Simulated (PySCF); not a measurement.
**Spinor energies of Ho(58+) (holmium, charge +58)**

Start: [He] 2s2 2p5; 2p1/2 filled at m_j = +1/2; 2p3/2 filled at m_j = -3/2, -1/2, +1/2, +3/2. Calculated with PySCF 2.14 in an even-tempered Gaussian basis (17 s from 40 bohr⁻², ratio 2.4; 13 p from 51 bohr⁻², ratio 2.4; 5 d from 180 bohr⁻², ratio 2.6; 4 f from 270 bohr⁻², ratio 2.6): generalised Hartree-Fock with the X2C-1e Hamiltonian and a Gaussian nucleus; one run each with spin-orbit coupling (SO) screened by Boettger's factors, then bare. This is a chosen level, not necessarily the ground level.

```json
{"spinor shell": "1s1/2", "electrons": "2", "ε, screened SO (eV)": "-60984.6", "ε, bare SO (eV)": "-60984.9", "weight of nominal j (bare SO)": "1.000", "rms radius, bare SO (bohr)": "0.0235"}
{"spinor shell": "2s1/2", "electrons": "2", "ε, screened SO (eV)": "-14091.2", "ε, bare SO (eV)": "-14091.3", "weight of nominal j (bare SO)": "1.000", "rms radius, bare SO (bohr)": "0.0929"}
{"spinor shell": "2p1/2", "electrons": "1", "ε, screened SO (eV)": "-13744.4", "ε, bare SO (eV)": "-13767.4", "weight of nominal j (bare SO)": "1.000", "rms radius, bare SO (bohr)": "0.0788"}
{"spinor shell": "2p3/2", "electrons": "4", "ε, screened SO (eV)": "-12821.1", "ε, bare SO (eV)": "-12813.5", "weight of nominal j (bare SO)": "1.000", "rms radius, bare SO (bohr)": "0.0852"}
```

```
   quantity  screened SO      bare SO
E (hartree)  -8397.71477  -8397.42347
        M_J          1/2          1/2
       ⟨J²⟩        0.750        0.750
       ⟨L²⟩        2.011        2.012
       ⟨S²⟩        0.761        0.762
```

Each row is a mean over spinors that exchange with the open shell spreads, by up to 19.046 eV (2p3/2).

Breit and QED terms are absent; they matter most for the inner s and p1/2 levels.

Densities and radii are taken from the X2C orbitals without a picture-change correction, which distorts them close to the nucleus.
